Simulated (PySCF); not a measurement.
## Correlation energy of Ge²⁺ (germanium, charge +2)

[Ar] 3d10 4s1 4p1, high-spin 3P determinant (an excited configuration). Computed with PySCF 2.14 in aug-cc-pVDZ-PP with ECP10MDF, with a scalar-relativistic core potential. Frozen: 3s2 3p6 3d10; 2 electrons correlated.

With two correlated electrons CCSD is exact within the correlated space (frozen core and kept virtual orbitals).

```csv
level,correlation energy (mhartree)
CCSD,-3.30
```

Diagnostics: T1 = 0.0016, D1 = 0.0027, largest double amplitude 0.030.

Question: Is a single reference adequate?

Answer: Yes, within this model without spin-orbit coupling: T1 lies below 0.03 and no double amplitude reaches 0.07.
